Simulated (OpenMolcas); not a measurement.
Cu2+ (d9) in a complex was computed by SS-CASPT2, IPEA 0.25 Eh, imaginary shift 0.1 Eh with the d shell active (OpenMolcas, ANO-RCC-VTZP on the metal). Its lowest spin-free states, and all those of the highest spin:

```
2S+1  Degeneracy  E (cm-1)
   2           1         0
   2           1     13680
   2           2     18300
   2           1     20930
```

Question: Is the site octahedral, tetrahedral or cube-like, axial, or of lower symmetry?

Answer: The states with 2S+1 = 2 have orbital degeneracies 1, 1, 2, 1. There are pairs but no triples, so the site is axial: not cubic, but with a proper or improper axis of order three or more. The run had Cu2+ with 4 ligands (fluoride) in square-planar coordination (D4h) at 1.83 Å. A charge of +0.5 e stands 3.2 Å behind each ligand. Ligand basis ANO-RCC-VDZP.

A single d shell leaves out the double-shell effect, which counts most for late 3d ions, where the CASPT2 field can be off either way by tens of per cent. Ligand-to-metal charge-transfer states are missing. Free-ion shares, where given, are those of the reference states; single-state CASPT2 does not remix them. The distance lies 3 % under the 1.88 Å that this model takes as the normal distance (a Shannon-type radius plus a fixed donor radius); by an R⁻⁵ law this alone changes a d-shell field by about +14 %. No measured value stands beside these numbers; the geometry was imposed, not optimised, and the real ion may take another.
